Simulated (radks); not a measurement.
The numbers below are computed, except where a source is named.
Ionisation of Re+, [Xe] 4f14 5d5 6s1, to Re2+, [Xe] 4f14 5d5, under several functionals. Scalar-relativistic Kohn-Sham, spin-polarised, spherical densities, point nucleus; open shells are filled with parallel spins first (spin-orbit coupling, left out, can overturn this in heavy ions); a radial shooting solver on a logarithmic mesh with Libxc functionals.

\begin{tabular}{lrrrrrr}
functional & E(Re+) (hartree) & Exc (hartree) & IE (eV) & -e(HOMO) (eV) & <r> HOMO (bohr) & IE error (eV) \\ \hline
revPBE & -16692.4505 & -330.7779 & 17.123 & 13.518 & 2.799 & +0.523 \\
RPBE & -16692.5910 & -330.9194 & 17.108 & 13.503 & 2.803 & +0.508 \\
LDA (Slater exchange, Perdew-Wang correlation) & -16682.4237 & -320.7563 & 17.482 & 13.813 & 2.794 & +0.882 \\
Wu-Cohen GGA & -16690.9207 & -329.2394 & 17.289 & 13.656 & 2.791 & +0.689 \\
\end{tabular}

NIST Atomic Spectra Database: 16.6 eV (semi-empirical). Closest: RPBE. The Delta-SCF values span 0.37 eV, the total energies 10.17 hartree. The highest occupied level is 6s. Open shells are spherical and high-spin; term and fine-structure splittings are not resolved. Spin-orbit splitting is averaged out at the scalar-relativistic level.
